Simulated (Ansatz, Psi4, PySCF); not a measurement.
C₃H₉O₂Si, doublet, at a GFN2-xTB geometry. Base run: MP2/STO-3G in PySCF.

The PySCF input:
```python
from pyscf import gto, scf, mp

mol = gto.Mole()
mol.atom = '''
    C    -2.273150   -0.927351   -0.317819
    O    -0.891534   -0.764752   -0.304576
    Si    0.018795    0.301712    0.560120
    C    -0.414337    2.116694    0.187894
    O     1.533363    0.100052   -0.008076
    C     2.179564   -1.071139   -0.398415
    H    -2.779745    0.014915   -0.542572
    H    -2.517838   -1.658404   -1.090013
    H    -2.630451   -1.293672    0.648356
    H    -0.407138    2.289242   -0.887245
    H    -1.399425    2.368694    0.567436
    H     0.302537    2.790125    0.641727
    H     2.986171   -0.798760   -1.081288
    H     1.490890   -1.752397   -0.900805
    H     2.604776   -1.575341    0.473985
'''
mol.basis = 'sto-3g'
mol.charge = 0
mol.spin = 1
mol.verbose = 4
mol.build()

mf = scf.UHF(mol)
mf.kernel()

pt = mp.MP2(mf)
pt.kernel()
print('E(MP2) = %.10f' % pt.e_tot)
```

The same geometry, method and basis name were run in Ansatz (a program for electronic structure) and Psi4 and PySCF, at each program's defaults and at the settings that a row names. The base is PySCF at its defaults. Differences at the defaults can come from grids, fitting, cores and function types together.

| code and settings | ΔE vs base (mEh) | basis functions | E (Eh) | SCF cycles |
|---|---|---|---|---|
| PySCF, defaults (exact integrals, spherical functions, all electrons correlated) | 0.000 | 43 | -551.00476 | 12 |
| Psi4, defaults (density fitting with its default set, spherical functions, all electrons correlated) | -0.698 | 43 | -551.00546 | 14 |
| Ansatz, defaults (factorised integrals, spherical functions, frozen core) | 4.709 | 43 | -551.00005 | - |
| PySCF, frozen core | 4.686 | 43 | -551.00008 | 12 |
| Psi4, exact integrals, spherical functions, frozen core | 4.686 | 43 | -551.00008 | 14 |
| Ansatz, high accuracy, frozen core | 4.686 | 43 | -551.00008 | - |

Open shells are given as the SCF converged; they aren't shown to be the lowest states, and a large step between rows can be another state.
